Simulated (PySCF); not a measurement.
# UHF on Dy(2+) (dysprosium, charge +2)

Configuration: [Xe] 4f9 6p1, one real determinant (an excited configuration). Computed with PySCF 2.14 in cc-pVDZ-X2C, with the spin-free X2C one-electron Hamiltonian (Gaussian nucleus).

| Item | Value |
| --- | --- |
| Total energy | -12151.546137 hartree |
| One-electron energy | -16592.5285 hartree |
| Hartree (Coulomb) energy | 4703.3253 hartree |
| Exchange energy | -262.3430 hartree |
| ⟨S²⟩ | 12.0052 |
| ⟨L²⟩ | 26.018 |
| Sum of ⟨r⟩ | 37.89 bohr |
| Sum of ⟨r²⟩ | 52.68 bohr² |
| Traceless quadrupole moment −½Σ⟨3z² − r²⟩ along its main axis | -7.28 e·bohr² |
| Langevin diamagnetic susceptibility | -41.7 ×10⁻⁶ cm³/mol |

```json
{"shell": "1s α", "electrons": "1", "mean orbital energy (hartree)": "-1987.31298", "spread (hartree)": "0", "rms radius, mean of both spins (bohr)": "0.0240"}
{"shell": "1s β", "electrons": "1", "mean orbital energy (hartree)": "-1987.31072", "spread (hartree)": "0", "rms radius, mean of both spins (bohr)": "0.0240"}
{"shell": "2s α", "electrons": "1", "mean orbital energy (hartree)": "-336.27290", "spread (hartree)": "0", "rms radius, mean of both spins (bohr)": "0.0970"}
{"shell": "2s β", "electrons": "1", "mean orbital energy (hartree)": "-336.26546", "spread (hartree)": "0", "rms radius, mean of both spins (bohr)": "0.0970"}
{"shell": "2p α", "electrons": "3", "mean orbital energy (hartree)": "-298.81311", "spread (hartree)": "0.01054", "rms radius, mean of both spins (bohr)": "0.0874"}
{"shell": "2p β", "electrons": "3", "mean orbital energy (hartree)": "-298.80615", "spread (hartree)": "0.00920", "rms radius, mean of both spins (bohr)": "0.0874"}
{"shell": "3s α", "electrons": "1", "mean orbital energy (hartree)": "-77.60622", "spread (hartree)": "0", "rms radius, mean of both spins (bohr)": "0.250"}
{"shell": "3s β", "electrons": "1", "mean orbital energy (hartree)": "-77.46782", "spread (hartree)": "0", "rms radius, mean of both spins (bohr)": "0.250"}
{"shell": "3p α", "electrons": "3", "mean orbital energy (hartree)": "-65.83577", "spread (hartree)": "0.05924", "rms radius, mean of both spins (bohr)": "0.250"}
{"shell": "3p β", "electrons": "3", "mean orbital energy (hartree)": "-65.67955", "spread (hartree)": "0.03018", "rms radius, mean of both spins (bohr)": "0.250"}
{"shell": "3d α", "electrons": "5", "mean orbital energy (hartree)": "-50.38591", "spread (hartree)": "0.05674", "rms radius, mean of both spins (bohr)": "0.230"}
{"shell": "3d β", "electrons": "5", "mean orbital energy (hartree)": "-50.21756", "spread (hartree)": "0.02824", "rms radius, mean of both spins (bohr)": "0.230"}
{"shell": "4s α", "electrons": "1", "mean orbital energy (hartree)": "-17.19134", "spread (hartree)": "0", "rms radius, mean of both spins (bohr)": "0.563"}
{"shell": "4s β", "electrons": "1", "mean orbital energy (hartree)": "-16.84572", "spread (hartree)": "0", "rms radius, mean of both spins (bohr)": "0.563"}
{"shell": "4p α", "electrons": "3", "mean orbital energy (hartree)": "-13.21899", "spread (hartree)": "0.09573", "rms radius, mean of both spins (bohr)": "0.598"}
{"shell": "4p β", "electrons": "3", "mean orbital energy (hartree)": "-12.83848", "spread (hartree)": "0.02426", "rms radius, mean of both spins (bohr)": "0.598"}
{"shell": "4d α", "electrons": "5", "mean orbital energy (hartree)": "-7.66038", "spread (hartree)": "0.10595", "rms radius, mean of both spins (bohr)": "0.657"}
{"shell": "4d β", "electrons": "5", "mean orbital energy (hartree)": "-7.17025", "spread (hartree)": "0.09996", "rms radius, mean of both spins (bohr)": "0.657"}
{"shell": "5s α", "electrons": "1", "mean orbital energy (hartree)": "-3.08425", "spread (hartree)": "0", "rms radius, mean of both spins (bohr)": "1.38"}
{"shell": "5s β", "electrons": "1", "mean orbital energy (hartree)": "-2.96339", "spread (hartree)": "0", "rms radius, mean of both spins (bohr)": "1.38"}
{"shell": "5p α", "electrons": "3", "mean orbital energy (hartree)": "-1.99201", "spread (hartree)": "0.03977", "rms radius, mean of both spins (bohr)": "1.59"}
{"shell": "5p β", "electrons": "3", "mean orbital energy (hartree)": "-1.89956", "spread (hartree)": "0.02028", "rms radius, mean of both spins (bohr)": "1.59"}
{"shell": "4f α", "electrons": "7", "mean orbital energy (hartree)": "-1.52554", "spread (hartree)": "0.10509", "rms radius, mean of both spins (bohr)": "0.885"}
{"shell": "4f β", "electrons": "2", "mean orbital energy (hartree)": "-1.30345", "spread (hartree)": "0.00771", "rms radius, mean of both spins (bohr)": "0.885"}
{"shell": "6p α", "electrons": "1", "mean orbital energy (hartree)": "-0.53589", "spread (hartree)": "0", "rms radius, mean of both spins (bohr)": "4.30"}
```

⟨L²⟩ = 26.02 against 42 for a pure I term, so this real determinant mixes terms. Spin-orbit coupling, absent here, splits the open shell strongly.

Densities and radii are taken from the X2C orbitals without a picture-change correction, which distorts them close to the nucleus.

Spin-orbit constants ζ (cm⁻¹) from the X2C one-electron operator on these orbitals: bare nucleus, nucleus screened by l(l+1)(2l+1)/3 electrons, and screened by the Breit-Pauli mean field of the electrons.

| shell | bare | screened nucleus | mean field |
| --- | --- | --- | --- |
| 2p | 4128000 | 4003000 | n/a |
| 3p | 865800 | 839600 | n/a |
| 3d | 135400 | 114900 | n/a |
| 4p | 190200 | 184500 | n/a |
| 4d | 25210 | 21390 | n/a |
| 4f | 3835 | 2208 | n/a |
| 5p | 25800 | 25020 | n/a |
| 6p | 2490 | 2415 | n/a |

To first order the Landé constant is A = -239.6 cm⁻¹, so the lowest level has J = 9 and lies 0.535 eV below the centre of the term. This holds in LS coupling only.
